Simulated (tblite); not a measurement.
C7H15P.
Numbering: `[CH3:1][CH2:2][CH2:3][PH:4][CH:5]1[CH2:6][CH2:7][CH2:8]1` (hydrogens: H9, H10, H11 on C1; H12, H13 on C2; H14, H15 on C3; H16 on P4; H17 on C5; H18, H19 on C6; H20, H21 on C7; H22, H23 on C8)

Cartesian coordinates in Å at the GFN2-xTB level; atoms count from 1:
```xyz
23
C7H15P angstrom
C     -3.799    0.530    0.317
C     -2.679   -0.499    0.417
C     -1.322    0.116    0.087
P      0.048   -1.134    0.251
C      1.377   -0.172   -0.630
C      2.732   -0.890   -0.788
C      3.437    0.342   -0.204
C      2.074    0.913    0.213
H     -3.638    1.340    1.025
H     -4.760    0.069    0.534
H     -3.839    0.954   -0.684
H     -2.878   -1.323   -0.274
H     -2.651   -0.916    1.426
H     -1.104    0.929    0.787
H     -1.327    0.534   -0.924
H     -0.319   -1.882   -0.879
H      0.997    0.215   -1.579
H      2.815   -1.769   -0.149
H      3.008   -1.167   -1.803
H      4.137    0.148    0.606
H      3.933    0.944   -0.962
H      1.879    0.801    1.279
H      1.875    1.944   -0.075
```

Calculated harmonic vibrations of the isolated species, GFN2-xTB (tblite), most abundant isotopes, no scaling. This tight-binding method is rough: wavenumbers can miss measured ones by several per cent, in bad cases by 10 to 20. Modes of hydrogen on phosphorus can be 10 to 20 % off. One conformer, not necessarily the lowest.

Harmonic wavenumbers (cm⁻¹): 36.5, 54.2, 69.3, 89.0, 120.6, 209.8, 231.0, 269.8, 304.2, 367.1, 585.2, 709.3, 755.7, 764.8, 803.0, 804.0, 833.2, 841.7, 901.7, 946.6, 985.4, 996.1, 1036.7, 1038.5, 1056.0, 1070.7, 1083.3, 1105.8, 1115.8, 1184.5, 1185.5, 1212.7, 1216.4, 1222.5, 1226.7, 1250.1, 1260.9, 1266.9, 1271.5, 1340.5, 1415.1, 1451.0, 1471.3, 1471.9, 1492.5, 1493.6, 1502.9, 1505.2, 2228.1, 2915.9, 2926.5, 2941.5, 2959.3, 2976.5, 2983.0, 2990.0, 3001.3, 3005.5, 3012.2, 3015.2, 3027.4, 3032.2, 3038.5.

A = 4829, B = 679.9, C = 631.2 MHz; mass 130.091 u (most abundant isotopes); point group C1, symmetry number 1.

What is the zero-point energy?

Half the sum of the wavenumbers: 44340 cm⁻¹ = 530.42 kJ/mol.

What is S at 273.15 K and 1 bar for an ideal gas of classical rigid rotors and harmonic oscillators?

Translation 167.75, rotation 122.04, vibration 125.32: S = 415.1 J/(mol K).

And Cp and H(273.15 K) − H(0)?

Cp = 149.11 J/(mol K), of which vibrations give 115.85 (their classical limit is 63 R = 523.8); H(273.15 K) − H(0) = 25.82 kJ/mol without the zero-point energy, 16.74 from vibrations.

What must be added to the electronic energy to get the Gibbs energy at 273.15 K and 1 bar?

ZPE + [H(273.15 K) − H(0)] − T·S = 530.42 + 25.82 − 113.39 = 442.85 kJ/mol.

Which modes carry the vibrational entropy at 273.15 K?

36.5 cm⁻¹: 22.04; 54.2 cm⁻¹: 18.77; 69.3 cm⁻¹: 16.74; 89.0 cm⁻¹: 14.69; 120.6 cm⁻¹: 12.23; 209.8 cm⁻¹: 7.89 J/(mol K); the other 57 give 32.97 together.

Blend soft modes into free rotors: weight 1/[1 + (100 cm⁻¹/ν̃)⁴] for the oscillator and the rest for a rotor with moment μB/(μ + B), μ = h/(8π²ν), B = 10⁻⁴⁴ kg m². What vibrational entropy results?

109.99 J/(mol K) in place of 125.32, which changes −T·S at 273.15 K by +4.19 kJ/mol.

How do the functions run with temperature in this model?

```json
{"T (K)": "50", "S (J/(mol K))": "254.7", "Cp (J/(mol K))": "63.5", "H − H(0) (kJ/mol)": "2.35", "G − H(0) (kJ/mol)": "-10.39", "ln q(vib)": "0.93"}
{"T (K)": "100", "S (J/(mol K))": "305.7", "Cp (J/(mol K))": "84.6", "H − H(0) (kJ/mol)": "6.08", "G − H(0) (kJ/mol)": "-24.48", "ln q(vib)": "2.61"}
{"T (K)": "298.15", "S (J/(mol K))": "428.7", "Cp (J/(mol K))": "161.6", "H − H(0) (kJ/mol)": "29.70", "G − H(0) (kJ/mol)": "-98.11", "ln q(vib)": "8.37"}
{"T (K)": "373.15", "S (J/(mol K))": "469.1", "Cp (J/(mol K))": "200.1", "H − H(0) (kJ/mol)": "43.27", "G − H(0) (kJ/mol)": "-131.78", "ln q(vib)": "10.37"}
{"T (K)": "500", "S (J/(mol K))": "536.3", "Cp (J/(mol K))": "260.0", "H − H(0) (kJ/mol)": "72.57", "G − H(0) (kJ/mol)": "-195.57", "ln q(vib)": "13.77"}
{"T (K)": "750", "S (J/(mol K))": "659.3", "Cp (J/(mol K))": "346.2", "H − H(0) (kJ/mol)": "149.13", "G − H(0) (kJ/mol)": "-345.33", "ln q(vib)": "20.48"}
{"T (K)": "1000", "S (J/(mol K))": "767.2", "Cp (J/(mol K))": "403.1", "H − H(0) (kJ/mol)": "243.26", "G − H(0) (kJ/mol)": "-523.94", "ln q(vib)": "26.97"}
```

q(vib) and H(0) count from the zero-point level.

Hindered rotation and anharmonicity are outside this model. Other conformers, if any are populated, would add a mixing term that is left out. The structure is chiral; the term R ln 2 for an equal mix with its mirror image is left out.

Hardware: one thread of an Arm Neoverse V1, shared host with 32 logical CPUs at a one-minute load of 9.2. Cost: 0.98 s. The figure is for the frequency step alone.
